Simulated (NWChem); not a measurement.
Molecule: AlHOBrF; SMILES [OH][Al]([F])[Br]

```xyz
5

Al     0.0079    -0.9411     0.0000
F     -1.4258    -1.7711     0.0000
Br    -0.0209     1.2828     0.0000
O      1.4824    -1.7527     0.0000
H      1.6008    -2.7040     0.0000
```
Atoms are numbered in this order, from 1.

Computed with NWChem. The geometry was optimised at PBE0/def2-SVP. Ions are spin-unrestricted doublets at the neutral geometry; other ion states weren't tried.

For level B3LYP/def2-SVP:

```
Item           Result
-------------  ------
−ε(HOMO) (eV)    8.39
```

Task: How do the values read with level PBE/def2-SVP instead?

Result: The −ε(HOMO) (eV) comes out as 7.36.
